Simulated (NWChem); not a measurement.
Molecule: GaH2OCl; SMILES [GaH]([OH])[Cl]

```xyz
5

Ga    -0.3025     0.4334     0.0000
H     -1.7755     0.9242     0.0000
Cl     0.1850    -1.6493     0.0000
O      1.1383     1.4688     0.0000
H      0.9535     2.4138     0.0000
```
Atoms are numbered in this order, from 1.

Level: PBE0/def2-SVP (NWChem), optimised geometry, unscaled harmonic frequencies. 

Task: List the harmonic frequencies with IR intensities, and the thermochemistry.

Result: 
| frequency (cm⁻¹) | IR intensity (km/mol) |
|---|---|
| 173 | 7.3 |
| 355 | 70.0 |
| 434 | 54.6 |
| 466 | 96.5 |
| 604 | 141.0 |
| 728 | 70.2 |
| 798 | 78.2 |
| 2042 | 106.0 |
| 3912 | 83.8 |

```
Property                                                                           Result
-----------------------------------------------------------------------  ----------------
zero-point energy                                                           13.6 kcal/mol
thermal correction to the enthalpy at 298.15 K (with zero-point energy)     17.1 kcal/mol
heat capacity Cv                                                         14.6 cal/(mol K)
entropy at 298.15 K and 1 atm (symmetry number 1)                        71.5 cal/(mol K)
dipole moment                                                                      3.04 D
```

Rigid rotor and harmonic oscillator.
